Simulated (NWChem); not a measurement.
System: CoHOCl, quartet; SMILES [Co]([OH])[Cl]

Here is an NWChem input.

```
start job
memory heap 200 mb stack 900 mb global 1100 mb
geometry units angstroms noautoz
  Co     0.089729     0.402598     0.043512
  Cl    -0.113803    -1.719700    -0.060609
  O      0.300456     2.115238     0.168386
  H     -0.279996     2.814781    -0.156767
end
basis spherical
  * library cc-pvdz
end
dft
  odft
  mult 4
  xc hfexch
  iterations 150
  mulliken
end
task dft energy
```

Coordinates come from a B3LYP/6-31G* (spherical d), spin-unrestricted optimisation. This spin state was assumed; another may lie lower. No stability test was run on the SCF state.

Q: Give the results of this calculation. (UHF/cc-pVDZ.) Quantities: basis functions; energy (Ha); highest occupied level (eV); lowest empty minus highest occupied level, either spin (eV); dipole (D); <S²>.

A: The number of basis functions is 80, the energy (Ha) is -1916.44 and the highest occupied level (eV) comes out as -12.03. The lowest empty minus highest occupied level, either spin (eV) comes out as 12.50. The dipole (D) comes out as 2.45. The <S²> is 3.76.
